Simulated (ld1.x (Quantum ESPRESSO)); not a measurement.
Before and after: RRKJ potential for nickel (Ni)

* Element: Ni
* Generator: ld1.x (Quantum ESPRESSO) 7.5
* Type: norm-conserving RRKJ (Kleinman–Bylander form)
* Functional: PW91
* Relativity: scalar-relativistic
* Frozen core: [Ar]
* Valence charge: 10
* Reference configuration: 3d8.5 4s1.5 4p0
* Partial waves: 4p (bound, empty): rc 3.75 bohr; 3d (bound): rc 1.15 bohr; 4s (bound): rc 1.55 bohr
* Local potential: the s channel
* Core correction: a·sin(br)/r model core inside 1.00 bohr
* rho0: 0.001

All-electron outer shells of the reference configuration (PW91, scalar-relativistic, ld1.x):

```tsv
shell	level (eV)	outermost node (bohr)	outermost maximum (bohr)
3s	-108.34	0.30	0.64
3p	-68.79	0.27	0.65
3d	-6.66	–	0.63
4s	-5.10	0.92	2.29
4p	-1.02	1.01	3.38
```

Change: all radii but the core radius scaled by about 1.34 (s 2.08, p 5.04, d 1.54 bohr).

Cutoffs: the cutoffs (Ry, on a coarse ladder) from which the occupation-weighted sum of valence levels, in a spherical-Bessel basis at the reference potential, stays within 10 and 1 mRy of its value at 400 Ry; they do not see the model core or the augmentation charge, which bear on the density cutoff. Errors are all-electron minus pseudo energies relative to the spin-unpolarised reference configuration.

Q: Predict the effect on cutoff, ghosts and configuration errors.

A: The potential gets softer (140 Ry and 200 Ry → 80 Ry and 120 Ry); of the 7 tests that both files solve, the error grows in 0 and shrinks in 3 by more than 15 % and 0.3 meV (median size 62.1 → 47.8 meV); neither file shows a bound ghost. A larger radius leaves more room for a smooth pseudo-wave, so fewer plane waves are needed. That the errors move this way runs against the usual rule that smaller radii transfer better.

```tsv
quantity	base	changed
cutoff, loose	140 Ry	80 Ry
cutoff, tight	200 Ry	120 Ry
loose cutoff by channel (10 mRy a level)	d 120 Ry, s 21 Ry	d 70 Ry, s 8 Ry
bound ghosts	none	none
error for 3d8 4s2 4p0, meV [ΔE 1.19 eV]	-62	-51
error for 3d8 4s1 4p0, meV [ΔE 10.58 eV]	-43	-43
error for 3d8 4s0 4p0, meV [ΔE 27.99 eV]	-64	-70
error for 3d8 4s1.5 4p0, meV [ΔE 4.94 eV]	-50	-45
error for 3d9 4s1 4p0, meV [ΔE -0.42 eV]	-48	-41
error for 3d8 4s0 4p1, meV [ΔE 16.29 eV]	-71	-48
error for 3d7 4s2 4p1, meV [ΔE 11.78 eV]	-706	-515
```
